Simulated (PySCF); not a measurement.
A structure optimised at PBE-D3(BJ)/def2-SVP, used in a PySCF frequency run:

```xyz
6

Sb     0.3385     0.4591     0.6571
Br    -0.9091    -1.3084    -0.7572
O     -0.4370     1.9937    -0.3785
H     -1.0476     1.6268    -1.0518
O      2.1321     0.4899    -0.2262
H      2.0384     0.8833    -1.1198
```

Question: Write its SMILES and formula.

Answer: [OH][Sb]([OH])[Br], BrH2O2Sb

Question: What are its rotational constants (standard atomic weights)?

Answer: 4.1718, 1.1953, 1.1189 GHz
